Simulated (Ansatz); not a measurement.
Harmonic frequencies (cm⁻¹) at PBE0-D4/def2-TZVP from Ansatz: 104, 131, 144, 247, 369, 386, 391, 470, 602, 734, 747, 854, 947, 1038, 1168, 1180, 2636, 2666.

Each molecule was computed in one conformer, which needn't be the lowest.

Which molecule is it?
A. `OC[O][GaH][F]`
B. `C=C1SC1F`
C. `[CH]1=N[CH2][AlH]1`
D. `[F][Al]1[BH]O[B]1S`

D.
